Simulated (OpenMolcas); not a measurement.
**Ionisation energies of oxygen**

```json
{
 "Program": "OpenMolcas 26.06",
 "Basis": "ANO-L-VTZP [4s3p2d1f]",
 "Scalar Hamiltonian": "non-relativistic, point nucleus",
 "Spin-orbit coupling": "RASSI with atomic mean-field integrals over the reference wave functions, term energies averaged over their components"
}
```

Active shells in each charge state: the valence s, p shells, with orbitals averaged over the low states. Where CASPT2's correlated closed shells are named, they are those of the first ion.

A. CASSCF
B. SS-CASPT2, IPEA 0.25 Eh, imaginary shift 0.1 Eh (closed shells correlated: 1s)
C. SS-CASPT2, IPEA 0 Eh, imaginary shift 0.1 Eh (closed shells correlated: 1s)

Energies in eV between the lowest computed levels (charge -1 gives the electron affinity), named as in B; reference values from the NIST Atomic Spectra Database with their kind.

```csv
From,To,A,B,C,Spin-orbit share in B,Reference
O- 2s² 2p⁵ ²P°_3/2,O 2s² 2p⁴ ³P₂,-0.536,1.317,1.287,-0.002,
O 2s² 2p⁴ ³P₂,O+ 2s² 2p³ ⁴S°_3/2,11.929,13.245,13.229,+0.009,13.618 (measured)
O+ 2s² 2p³ ⁴S°_3/2,O2+ 2s² 2p² ³P₀,33.965,34.994,35.055,-0.027,35.121 (measured)
O2+ 2s² 2p² ³P₀,O3+ 2s² 2p ²P°_1/2,53.680,54.599,54.653,-0.004,54.936 (semi-empirical)
O3+ 2s² 2p ²P°_1/2,O4+ 2s² ¹S₀,76.098,76.949,76.997,+0.031,77.413 (measured)
O4+ 2s² ¹S₀,O5+ 2s ²S_1/2,113.647,113.675,113.675,+0.000,113.899 (measured)
O5+ 2s ²S_1/2,O6+ 1s² ¹S₀,137.865,137.882,137.883,+0.000,138.119 (semi-empirical)
```

Error against the reference values, in %:

```json
{"From": "O", "Reference": "measured", "A": "-12.4", "B": "-2.7", "C": "-2.9"}
{"From": "O+", "Reference": "measured", "A": "-3.3", "B": "-0.4", "C": "-0.2"}
{"From": "O2+", "Reference": "semi-empirical", "A": "-2.3", "B": "-0.6", "C": "-0.5"}
{"From": "O3+", "Reference": "measured", "A": "-1.7", "B": "-0.6", "C": "-0.5"}
{"From": "O4+", "Reference": "measured", "A": "-0.2", "B": "-0.2", "C": "-0.2"}
{"From": "O5+", "Reference": "semi-empirical", "A": "-0.2", "B": "-0.2", "C": "-0.2"}
```

Mean absolute error over the 4 measured values: A 1.10 eV, B 0.30 eV, C 0.27 eV.

No diffuse functions were added, so the electron affinity comes out too small, and without dynamic correlation a bound anion can come out unbound.

° marks odd parity.
